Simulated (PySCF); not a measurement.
Compound: C4H7B.
Geometry (PBE0-D3(BJ)/def2-SVP, Å), atoms numbered from 1 in this order:
```xyz
12
C4H7B angstrom
B      2.5073   -0.0633   -0.3717
C      1.0296   -0.0672   -0.7797
C      0.0413    0.0081    0.1499
C     -1.3792    0.0123   -0.1338
C     -2.3205    0.0915    0.8201
H      3.3984   -0.1282   -1.1878
H      2.7905    0.0070    0.8050
H      0.7212   -0.1310   -1.8317
H      0.3236    0.0722    1.2092
H     -1.6752   -0.0539   -1.1872
H     -3.3857    0.0928    0.5771
H     -2.0489    0.1584    1.8784
```

Method used: PySCF 2.14.0, density-fitted response routines, TDDFT CAM-B3LYP/def2-SVPD, vertical, gas phase, core orbitals frozen in the response.

Transition dipole moments from the ground state, in atomic units and in the frame of the coordinates above (overall signs are arbitrary), for the states with f of 0.002 or more among the lowest 10:

```tsv
state	E (eV)	μx	μy	μz
S1	4.878	2.307	-0.087	-0.773
S5	6.992	0.142	-0.008	-0.134
S7	7.297	-0.381	0.048	0.608
S10	7.776	-0.008	-0.578	0.038
```

(1) Work out the oscillator strengths.

(2) What is the point group, and which symmetry does each of these states have?

(3) What angle do the transition dipoles of S1 and S10 make?

(4) How is the summed strength of these states shared among x, y and z?

(5) What peak molar absorption coefficient would the strongest computed level give as a lone Gaussian band 0.5 eV wide at half height?

Answers

(1) f = (2/3) ΔE |μ|² with ΔE in hartree (27.2114 eV).

```
state  |μ|² (au)  |μ| (D)      f
   S1      5.927     6.19  0.708
   S5      0.038     0.50  0.007
   S7      0.518     1.83  0.093
  S10      0.335     1.47  0.064
```

(2) Cs. Polarised normal to the mirror plane, so A″: S10. Polarised in the mirror plane, so A′: S1, S5 and S7.

(3) |cos θ| = |μa·μb| / (|μa| |μb|) = 0.00, so θ ≈ 90° (taken between 0 and 90°, since the signs are arbitrary).

(4) (2/3) Σ ΔE μα² gives 0.666 for x, 0.065 for y and 0.141 for z, 0.871 in all.

(5) ε(max) = 2.175×10⁸ f / FWHM, with the width in cm⁻¹. S1: 2.175×10⁸ × 0.7083 / 4033 ≈ 38000 L mol⁻¹ cm⁻¹.

The vertical ionisation energy (ΔSCF) is 9.30 eV, 1.52 eV above S10.

On an x86-64 server with one thread, on a shared host, this took 26 s of wall time.

One conformer stands for the species.
